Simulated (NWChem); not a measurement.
System meant: HTeI; SMILES [TeH]I

The following NWChem deck was run.

```
start job
memory heap 200 mb stack 900 mb global 1100 mb
geometry units angstroms noautoz
  Te    -0.023849     1.341573     0.000000
  H      1.658300     1.432961     0.000000
  I     -0.042620    -1.398116     0.000000
end
basis spherical
  Te library def2-svp
  H library def2-svp
  I library def2-svp
end
dft
  xc b3lyp
  iterations 150
  mulliken
end
task dft energy
```

End of the output:

```
             Grid Information
             ----------------
          Grid used for XC integration:  medium
          Radial quadrature: Mura-Knowles
          Angular quadrature: Lebedev.
          Tag              B.-S. Rad. Rad. Pts. Rad. Cut. Ang. Pts.
          ---              ---------- --------- --------- ---------
          Te                  1.40      123           9.0       590
          H                   0.35       45          10.0       434
          I                   1.40      123          10.0       590
          Grid pruning is: on
          Number of quadrature shells:   291
          Spatial weights used:  Erf1

          Convergence Information
          -----------------------
          Convergence aids based upon iterative change in
          total energy or number of iterations.
          Levelshifting, if invoked, occurs when the
          HOMO/LUMO gap drops below (HL_TOL):  1.00D-02
          DIIS, if invoked, will attempt to extrapolate
          using up to (NFOCK): 10 stored Fock matrices.

                    Damping( 0%)  Levelshifting(0.5)       DIIS
                  --------------- ------------------- ---------------
          dE  on:    start            ASAP                start
          dE off:    2 iters        150 iters           150 iters

      Screening Tolerance Information
      -------------------------------
          Density screening/tol_rho:  1.00D-10
          AO Gaussian exp screening on grid/accAOfunc:  14
          CD Gaussian exp screening on grid/accCDfunc:  20
          XC Gaussian exp screening on grid/accXCfunc:  20
          Schwarz screening/accCoul:  1.00D-08

      Superposition of Atomic Density Guess
      -------------------------------------

      charge =      52.0 Te (Tellurium)

      symmetry species            s     p     d     f
      number of basis functions =10     7     6
      number of cont. functions = 4     4     2
      number of closed shells   = 5     3     2
      number of open shells     = 0     1     0
      open shell occupation     = 0     4     0
 ------------------------------------------------------------------------
 atomscf:atomd: error in atom scf                   0
 ------------------------------------------------------------------------
 ------------------------------------------------------------------------
  current input line :
    18: task dft energy
 ------------------------------------------------------------------------
 ------------------------------------------------------------------------
 This error has not yet been assigned to a category
 ------------------------------------------------------------------------
 For more information see the NWChem manual at https://nwchemgit.github.io

0:atomscf:atomd: error in atom scf:Received an Error in Communication
```

### Question
Can this run be used? If not, why, and what is the fix?

### Answer
The run crashed. Cause: the def2 basis of a heavy element holds valence functions alone and wants its effective core potential (without it all electrons must fit into that basis). This input runs:
```
start job
memory heap 200 mb stack 900 mb global 1100 mb
geometry units angstroms noautoz
  Te    -0.023849     1.341573     0.000000
  H      1.658300     1.432961     0.000000
  I     -0.042620    -1.398116     0.000000
end
basis spherical
  * library def2-svp
end
ecp
  Te library def2-ecp
  I library def2-ecp
end
dft
  xc b3lyp
  iterations 150
  mulliken
end
task dft energy
```
It converges to -566.51434 Ha (B3LYP/def2-SVP with def2 effective core potentials on Te, I).
